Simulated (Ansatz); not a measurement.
Consider the redistribution: `[SiH3][O][InH][SeH]` + `C[CH2][Al]([CH3])[OH]` → `C[CH2][InH][O][SiH3]` + `[CH3][Al]([OH])[SeH]`.

Gas-phase electronic energies from Ansatz, PBE0-D4/def2-TZVP geometries. CCSD(T)/CBS is the MP2 limit (def2-TZVPP, def2-QZVPP) plus CCSD(T) − MP2 in def2-TZVPP, frozen cores. Functionals use def2-TZVPP. B3LYP here is the variant with VWN-RPA as its local correlation; programs differ in this. HSE06 is defined as in plane-wave codes. def2 core potentials past Kr. For In, Se outer-core shells are correlated without core-valence functions, which leaves a few kJ/mol of doubt a bond. Scalar relativity is left out up to krypton. Each species was taken in one conformer, which may not be the lowest.

```
             level  ΔE (kJ/mol)  difference from CCSD(T)/CBS
       LDA (SPW92)          0.7                          4.0
            PBE-D4          0.1                          3.4
         revPBE-D4         -2.2                          1.1
           BLYP-D4          0.8                          4.1
         r2SCAN-D4         -0.5                          2.8
            B97M-V          2.4                          5.7
           PBE0-D4          0.1                          3.4
          B3LYP-D4          1.0                          4.3
        r2SCANh-D4         -0.3                          3.0
        r2SCAN0-D4          0.0                          3.3
          HSE06-D4          0.3                          3.6
          BHLYP-D4          2.1                          5.4
      CAM-B3LYP-D4          1.0                          4.3
           ωB97X-V         -0.4                          2.9
           ωB97M-V          0.6                          3.9
            B2PLYP          0.2                          3.5
               PBE          1.6                          4.9
            revPBE          1.5                          4.8
              BLYP          4.2                          7.5
            r2SCAN         -0.1                          3.2
              PBE0          1.5                          4.8
             B3LYP          3.6                          6.9
           r2SCANh          0.1                          3.4
           r2SCAN0          0.5                          3.8
             HSE06          1.5                          4.8
             BHLYP          3.8                          7.1
         CAM-B3LYP          2.4                          5.7
           LC-ωPBE         -0.5                          2.8
       HF/def2-SVP          5.9                          9.2
      MP2/def2-SVP          1.6                          4.9
  CCSD(T)/def2-SVP          2.9                          6.2
     HF/def2-TZVPP          4.8                          8.1
    MP2/def2-TZVPP         -7.9                         -4.6
SCS-MP2/def2-TZVPP         -6.6                         -3.3
   CCSD/def2-TZVPP         -4.9                         -1.6
CCSD(T)/def2-TZVPP         -5.4                         -2.1
    MP2/def2-QZVPP         -6.6                         -3.3
SCS-MP2/def2-QZVPP         -5.4                         -2.1
      HF/CBS(def2)          5.1                          8.4
    CCSD/CBS(def2)         -2.9                          0.4
       CCSD(T)/CBS         -3.3                            0
```

Largest T1 diagnostic among the species: 0.014.

At CCSD(T), def2-SVP lies +6.3 kJ/mol from the extrapolated value and def2-TZVPP −2.1 kJ/mol. In def2-TZVPP, CCSD(T) changes the Hartree–Fock value by −10.2 kJ/mol (the triples alone add −0.5 kJ/mol) and MP2 by −12.7 kJ/mol.

CCSD(T)/CBS has its own doubt, a few kJ/mol and more with outer-core shells, so smaller differences from it don't rank the levels.
